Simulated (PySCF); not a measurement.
# Ionisation energy of Si+ by level of theory

Si+ [Ne] 3s2 3p1 [3p1/2^1, M_J = 1/2] → Si(2+) [Ne] 3s2, as a difference of total energies. Computed with PySCF 2.14 in x2c-TZVPall-2c, with the two-component X2C-1e Hamiltonian. Correlated levels: [Ne] frozen; the 6 highest virtual spinors dropped. "Screened" scales the spin-orbit matrix elements by Boettger's factors to mimic the two-electron term; Breit and QED terms are absent.

Problem. Order these methods by the ionisation energy they give, lowest first.
A. GHF (spin-free)
B. GHF (screened spin-orbit)
C. GMP2 (screened spin-orbit)
D. GMP2 (spin-free)

Solution. A (15.868 eV), B (15.891 eV), D (16.060 eV), C (16.083 eV).

Errors of the correlated levels include the incompleteness of this basis and the frozen core.

For comparison: 16.346 eV (measured; NIST Atomic Spectra Database, ionization energies).
